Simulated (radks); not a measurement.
Effect of the nuclear size on the neon ion Ne+, [He] 2s2 2p5. Calculated with a radial shooting solver on a logarithmic mesh with Libxc functionals: Dirac Kohn-Sham, relativistic LDA (MacDonald-Vosko exchange, VWN5 correlation), spin-unpolarised, spherical densities, finite nucleus; open shells are shared between the two j in proportion to 2j + 1; Fermi nuclear charge, rms radius 3.0055 fm. The rms radius is varied about that value; shifts are against it.

rms radius (fm)  total energy shift (eV)  density at nucleus (e/bohr^3)  1s1/2 shift (meV)
2.4795                         -0.000377                          641.9             -0.154
2.7951                         -0.000159                          641.3             -0.065
3.0055                                 0                            641              0.000
3.1017                         0.0000765                          640.9              0.031
3.6727                          0.000580                          640.1              0.237

Slopes of the eigenvalues against <r^2> in GHz/fm^2, as finite differences over the two radii next to the reference (eigenvalue slopes, not the field-shift constants of lines): 1s1/2 12.9.
